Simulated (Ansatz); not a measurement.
Predict a relaxed structure of [NbS4]3- (NbS₄³⁻), charge -3, singlet, at B3LYP-D4/def2-SVPD (Ansatz).


Cartesian coordinates in Å:
```
Nb -0.0003 0.0000 0.0002
S 1.4994 1.5113 0.9468
S 0.9327 -0.9129 -1.9300
S -1.9789 1.1048 -0.5414
S -0.4528 -1.7032 1.5244
```
Point group Td (tolerance 0.1 Å). The metal has 4 neighbours: S 2.33 Å, S 2.33 Å, S 2.33 Å, S 2.33 Å. This is one stationary point.

In the def2 sets Nb takes a core potential; there is no spin–orbit coupling. A multiply charged anion in the gas phase is held together partly by the finite basis. Removing one electron lowers the energy by 4.36 eV at PBE0-D4/def2-TZVPD, so it isn't bound. The highest occupied level of the charge -3 singlet lies above zero (up to 5.85 eV). By energy differences it is unbound by 4.36 eV (vertical, against the charge -2 doublet, at CCSD(T)/def2-SVPD) and held by the finite basis.
